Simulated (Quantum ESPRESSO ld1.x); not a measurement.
Values are calculated unless marked as measured or tabulated.
Task: Mo XI, configuration [Ar] 3d10 4s2 4p2. Code: ld1.x of Quantum ESPRESSO 7.5. Model: Dirac Kohn-Sham, LDA (Slater exchange, Hedin-Lundqvist correlation), spin-unpolarised, spherical densities, point nucleus; open shells fill j = l - 1/2 first.

Spin-orbit splittings of the eigenvalues, e(l+1/2) - e(l-1/2), with zeta = 2 splitting/(2l+1) and mean radii in bohr:

shell  occ.  splitting (eV)  zeta (eV)  <r> j=l-1/2  <r> j=l+1/2
2p        6           106.5      70.99       0.1308       0.1353
3p        6           17.76      11.84       0.4213       0.4316
3d       10           3.399      1.360       0.4083       0.4117
4p        2           3.606      2.404        1.050        1.068
4d        0          0.6055     0.2422        1.179        1.184
4f        0         0.04846    0.01385        1.365        1.366
5p        0               ?          ?        1.991        2.017

Estimate the 5p splitting.

Result: 1.320 eV (zeta = 0.8799 eV).
